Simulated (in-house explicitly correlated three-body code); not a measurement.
Computed with an exponentially correlated three-body code. Model: two electrons around a point charge, non-relativistic, variational in 260 exponentially correlated functions (energies converged to about 1e-7 hartree, or 1e-8 relative for large Z).

For two electrons in a singlet the Kohn-Sham orbital is the square root of half the density, so the exact Kohn-Sham potential and energy parts follow from the density alone, and exchange is minus half the Hartree energy. The Kohn-Sham level equals minus the binding energy of the second electron.

Command:
```bash
python run_hyl.py task.json out
```
Settings (lengths in bohr, energies in hartree):
```
Z                      1.285
interaction_strength   1
functions              260
states_tried           13
```

Run time, properties included: 40 s on 1 thread of Intel(R) Xeon(R) Platinum 8259CL CPU @ 2.50GHz (Skylake/Cascade Lake) (shared host).

**Those bound S and P states to n = 4 that converged, binding against the one-electron ion.**

Given: nuclear charge 1.285.

Computed: one-electron threshold -0.8256125 hartree.

| term | energy (hartree) | binding (eV) | quantum defect |
| --- | --- | --- | --- |
| 1 1S | -1.00047341 | 4.7582 | 0.51807 |
| 2 3S | ? | ? | ? |
| 2 1S | -0.841051949 | 0.42013 | 0.37814 |
| 2 3P | -0.836069204 | 0.28454 | 0.029246 |
| 2 1P | -0.835803706 | 0.27732 | 0.0037402 |
| 3 3S | -0.832523539 | 0.18806 | 0.57586 |
| 3 3P | ? | ? | ? |
| 3 1P | -0.830134277 | 0.12304 | 0.0030789 |
| 4 3S | -0.829072526 | 0.094152 | 0.57398 |
| 4 1S | -0.828689594 | 0.083732 | 0.36705 |
| 4 3P | -0.82819428 | 0.070254 | 0.03384 |

**Question.** What belongs in the row 2 3S?

**Answer.** energy (hartree): -0.845836351; binding (eV): 0.55032; quantum defect: 0.58291.

**Question.** What belongs in the row 3 3P?

**Answer.** energy (hartree): -0.830225135; binding (eV): 0.12552; quantum defect: 0.032742.

**Electric-dipole lines between converged S and P states, rate of the upper state's decay.**

```csv
s state,p state,p minus s (eV),oscillator strength from s,rate (1/s)
1 1S,2 1P,4.4809,0.046165,1.3407e+07
1 1S,3 1P,4.6352,0.01442,4.481e+06
2 1S,2 1P,?,?,?
2 1S,3 1P,0.29709,0.0026805,3421.9
4 1S,2 1P,?,?,?
4 1S,3 1P,-0.039312,-0.69707,46745
2 3S,2 3P,0.26578,0.87409,893060
2 3S,3 3P,0.4248,0.021234,55423
2 3S,4 3P,0.48007,0.0037857,12619
3 3S,2 3P,-0.096482,-0.46191,186580
3 3S,3 3P,0.062543,1.3471,76216
3 3S,4 3P,0.11781,0.054953,11031
4 3S,2 3P,-0.19039,-0.027638,43471
4 3S,3 3P,-0.031364,-0.90338,38561
4 3S,4 3P,0.023898,1.7762,14673
```

**Question.** What belongs in the row 2 1S 2 1P?

**Answer.** p minus s (eV): 0.14281; oscillator strength from s: 0.78461; rate (1/s): 231460.

**Question.** What belongs in the row 4 1S 2 1P?

**Answer.** p minus s (eV): -0.19358; oscillator strength from s: -0.040145; rate (1/s): 65280.

**Exact Kohn-Sham parts of the ground state from its density.**

Computed: total energy -1.00047341 hartree; Kohn-Sham kinetic 0.96876 hartree; Hartree energy 1.1451 hartree; DFT correlation energy -0.040522 hartree; kinetic part of the DFT correlation energy 0.031709 hartree; potential part of the DFT correlation energy -0.07223 hartree; exact minus restricted Hartree-Fock -0.040113 hartree; Kohn-Sham level -4.7582 eV; restricted Hartree-Fock level -5.2206 eV; C6 of two such species 65.245 hartree·bohr⁶.

**Question.** What is the dipole polarisability?

**Answer.** 18.591 bohr³.

**Question.** What is the exchange energy?

**Answer.** -0.57254 hartree.

**Density and exact potentials over r, pair density (one pair, times 4 pi r12^2) and exact minus Kohn-Sham pair density over r12.**

```json
{"radius (bohr)": "0.166", "radial density (electrons/bohr)": "0.18104", "exchange potential (hartree)": "-0.95456", "intracule density (1/bohr)": "0.0051663", "Coulomb hole against Kohn-Sham (1/bohr)": "-0.007318", "correlation potential (hartree)": "-0.057"}
{"radius (bohr)": "0.197", "radial density (electrons/bohr)": "0.23595", "exchange potential (hartree)": "-0.94789", "intracule density (1/bohr)": "0.0074052", "Coulomb hole against Kohn-Sham (1/bohr)": "-0.01002", "correlation potential (hartree)": "-0.054"}
{"radius (bohr)": "0.233", "radial density (electrons/bohr)": "0.30178", "exchange potential (hartree)": "-0.93927", "intracule density (1/bohr)": "0.010546", "Coulomb hole against Kohn-Sham (1/bohr)": "-0.01352", "correlation potential (hartree)": "-0.049"}
{"radius (bohr)": "0.275", "radial density (electrons/bohr)": "0.37892", "exchange potential (hartree)": "-0.9282", "intracule density (1/bohr)": "0.014952", "Coulomb hole against Kohn-Sham (1/bohr)": "-0.01801", "correlation potential (hartree)": "-0.043"}
{"radius (bohr)": "0.325", "radial density (electrons/bohr)": "0.46816", "exchange potential (hartree)": "-0.91387", "intracule density (1/bohr)": "0.021233", "Coulomb hole against Kohn-Sham (1/bohr)": "-0.02374", "correlation potential (hartree)": "-0.036"}
{"radius (bohr)": "0.385", "radial density (electrons/bohr)": "0.56791", "exchange potential (hartree)": "-0.89542", "intracule density (1/bohr)": "0.030222", "Coulomb hole against Kohn-Sham (1/bohr)": "-0.03091", "correlation potential (hartree)": "-0.027"}
{"radius (bohr)": "0.455", "radial density (electrons/bohr)": "0.67059", "exchange potential (hartree)": "-0.87267", "intracule density (1/bohr)": "0.042599", "Coulomb hole against Kohn-Sham (1/bohr)": "-0.03926", "correlation potential (hartree)": "-0.018"}
{"radius (bohr)": "0.538", "radial density (electrons/bohr)": "0.77054", "exchange potential (hartree)": "-0.8447", "intracule density (1/bohr)": "0.05965", "Coulomb hole against Kohn-Sham (1/bohr)": "-0.04852", "correlation potential (hartree)": "-0.007"}
{"radius (bohr)": "0.636", "radial density (electrons/bohr)": "0.85769", "exchange potential (hartree)": "-0.81113", "intracule density (1/bohr)": "0.082551", "Coulomb hole against Kohn-Sham (1/bohr)": "-0.05779", "correlation potential (hartree)": "0.005"}
{"radius (bohr)": "0.752", "radial density (electrons/bohr)": "0.92134", "exchange potential (hartree)": "-0.77164", "intracule density (1/bohr)": "0.11247", "Coulomb hole against Kohn-Sham (1/bohr)": "-0.06559", "correlation potential (hartree)": "0.016"}
{"radius (bohr)": "0.889", "radial density (electrons/bohr)": "0.95091", "exchange potential (hartree)": "-0.72641", "intracule density (1/bohr)": "0.14988", "Coulomb hole against Kohn-Sham (1/bohr)": "-0.06973", "correlation potential (hartree)": "0.027"}
{"radius (bohr)": "1.05", "radial density (electrons/bohr)": "0.93921", "exchange potential (hartree)": "-0.67623", "intracule density (1/bohr)": "0.19379", "Coulomb hole against Kohn-Sham (1/bohr)": "-0.06768", "correlation potential (hartree)": "0.034"}
{"radius (bohr)": "1.24", "radial density (electrons/bohr)": "0.88432", "exchange potential (hartree)": "-0.62184", "intracule density (1/bohr)": "0.24143", "Coulomb hole against Kohn-Sham (1/bohr)": "-0.05738", "correlation potential (hartree)": "0.039"}
{"radius (bohr)": "1.47", "radial density (electrons/bohr)": "0.7878", "exchange potential (hartree)": "-0.56324", "intracule density (1/bohr)": "0.28798", "Coulomb hole against Kohn-Sham (1/bohr)": "-0.03782", "correlation potential (hartree)": "0.039"}
{"radius (bohr)": "1.74", "radial density (electrons/bohr)": "0.66255", "exchange potential (hartree)": "-0.50391", "intracule density (1/bohr)": "0.32279", "Coulomb hole against Kohn-Sham (1/bohr)": "-0.01197", "correlation potential (hartree)": "0.035"}
{"radius (bohr)": "2.06", "radial density (electrons/bohr)": "0.52248", "exchange potential (hartree)": "-0.44509", "intracule density (1/bohr)": "0.33586", "Coulomb hole against Kohn-Sham (1/bohr)": "0.01438", "correlation potential (hartree)": "0.028"}
{"radius (bohr)": "2.43", "radial density (electrons/bohr)": "0.38646", "exchange potential (hartree)": "-0.38977", "intracule density (1/bohr)": "0.31981", "Coulomb hole against Kohn-Sham (1/bohr)": "0.03325", "correlation potential (hartree)": "0.02"}
{"radius (bohr)": "2.88", "radial density (electrons/bohr)": "?", "exchange potential (hartree)": "?", "intracule density (1/bohr)": "?", "Coulomb hole against Kohn-Sham (1/bohr)": "?", "correlation potential (hartree)": "?"}
{"radius (bohr)": "3.4", "radial density (electrons/bohr)": "0.16249", "exchange potential (hartree)": "-0.28932", "intracule density (1/bohr)": "0.20569", "Coulomb hole against Kohn-Sham (1/bohr)": "0.03364", "correlation potential (hartree)": "0.006"}
{"radius (bohr)": "4.02", "radial density (electrons/bohr)": "0.090177", "exchange potential (hartree)": "-0.24683", "intracule density (1/bohr)": "0.1333", "Coulomb hole against Kohn-Sham (1/bohr)": "0.02045", "correlation potential (hartree)": "0.003"}
{"radius (bohr)": "4.75", "radial density (electrons/bohr)": "?", "exchange potential (hartree)": "?", "intracule density (1/bohr)": "?", "Coulomb hole against Kohn-Sham (1/bohr)": "?", "correlation potential (hartree)": "?"}
{"radius (bohr)": "5.62", "radial density (electrons/bohr)": "0.018298", "exchange potential (hartree)": "-0.17773", "intracule density (1/bohr)": "0.032403", "Coulomb hole against Kohn-Sham (1/bohr)": "0.0008511", "correlation potential (hartree)": "0"}
{"radius (bohr)": "6.65", "radial density (electrons/bohr)": "0.0063034", "exchange potential (hartree)": "-0.15033", "intracule density (1/bohr)": "0.011487", "Coulomb hole against Kohn-Sham (1/bohr)": "-0.00123", "correlation potential (hartree)": "0"}
```

**Question.** What belongs in the row 2.88?

**Answer.** radial density (electrons/bohr): 0.26128; exchange potential (hartree): -0.3366; intracule density (1/bohr): 0.27274; Coulomb hole against Kohn-Sham (1/bohr): 0.03984; correlation potential (hartree): 0.012.

**Question.** What belongs in the row 4.75?

**Answer.** radial density (electrons/bohr): 0.044047; exchange potential (hartree): -0.20985; intracule density (1/bohr): 0.072803; Coulomb hole against Kohn-Sham (1/bohr): 0.008027; correlation potential (hartree): 0.001.

The correlation energy of density-functional theory lies 0.41 millihartree below exact minus Hartree-Fock, because the Hartree-Fock density, unlike the exact one, minimises the Hartree-Fock energy.
